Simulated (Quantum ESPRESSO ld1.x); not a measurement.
Input file for ld1.x (Quantum ESPRESSO 7.5):

```
 &input
    atom='Cr',
    iswitch=1,
    rel=1,
    lsd=1,
    dft='PZ',
    config='[Ne] 5f1',
    verbosity='high',
    prefix='ld1',
    max_out_wfc=37,
    file_charge='ld1.rho',
 /
```

Command: `OMP_NUM_THREADS=1 ld1.x < ld1.in > ld1.out`

Output:

```
     Program LD1 v.7.5 starts

     --------------------------- All-electron run ----------------------------

     scalar relativistic calculation

     atomic number is 24.00
     dft =PZ   lsd =1 sic =0 latt =0  beta=0.20 tr2=1.0E-14
     Exchange-correlation= PZ
                           (   1   1   0   0   0   0   0)
     mesh =1973 r(mesh) =  99.28020 a.u. xmin = -8.00 dx = 0.00800
     1 Ry =  13.60569312 eV, c = 137.03599908

     n l     nl                  e(Ry)          e(Ha)          e(eV)
     1 0     1S 1( 1.00)    -462.006674311    -231.003337155  -6285.9210314
     2 0     2S 1( 1.00)     -77.712571155     -38.856285577  -1057.3333949
     2 1     2P 1( 3.00)     -70.285143512     -35.142571756   -956.2780937
     5 3     5F 1( 1.00)      -7.640611584      -3.820305792   -103.9558165
     1 0     1S 2( 1.00)    -462.007114977    -231.003557488  -6285.9270270
     2 0     2S 2( 1.00)     -77.705603873     -38.852801937  -1057.2386002
     2 1     2P 2( 3.00)     -70.280140720     -35.140070360   -956.2100273
     5 3     5F 2( 0.00)      -7.400108807      -3.700054403   -100.6836095

     final scf error:  5.2E-15 reached in  20 iterations

     Etot =   -1930.889842 Ry,    -965.444921 Ha,  -26271.094649 eV
     Total magnetization:    1.00 Bohr mag.

     Ekin =    1951.674071 Ry,     975.837035 Ha,   26553.878484 eV
     Encl =   -4257.208737 Ry,   -2128.604369 Ha,  -57922.275637 eV
     Eh   =     445.065986 Ry,     222.532993 Ha,    6055.431223 eV
     Exc  =     -70.421162 Ry,     -35.210581 Ha,    -958.128719 eV

     normalization and overlap integrals

     s(1S/1S) =  1.000000  <r> =   0.0636  <r2> =    0.0054  r(max) =   0.0417
     s(1S/2S) = -0.002688
     s(2S/2S) =  1.000000  <r> =   0.2891  <r2> =    0.0984  r(max) =   0.2422
     s(2P/2P) =  1.000000  <r> =   0.2547  <r2> =    0.0794  r(max) =   0.1951
     s(5F/5F) =  1.000000  <r> =   2.2221  <r2> =    5.6046  r(max) =   2.3302
     s(1S/1S) =  1.000000  <r> =   0.0636  <r2> =    0.0054  r(max) =   0.0417
     s(1S/2S) = -0.002689
     s(2S/2S) =  1.000000  <r> =   0.2890  <r2> =    0.0983  r(max) =   0.2422
     s(2P/2P) =  1.000000  <r> =   0.2546  <r2> =    0.0793  r(max) =   0.1951
     s(5F/5F) =  1.000000  <r> =   2.2495  <r2> =    5.7465  r(max) =   2.3302

     ------------------------ End of All-electron run ------------------------
```

Run on one thread of a shared host, so times are rough (Intel(R) Xeon(R) Processor @ 2.60GHz): 0.66 s of CPU time, 0.68 s wall, 20 iterations on 1973 mesh points.
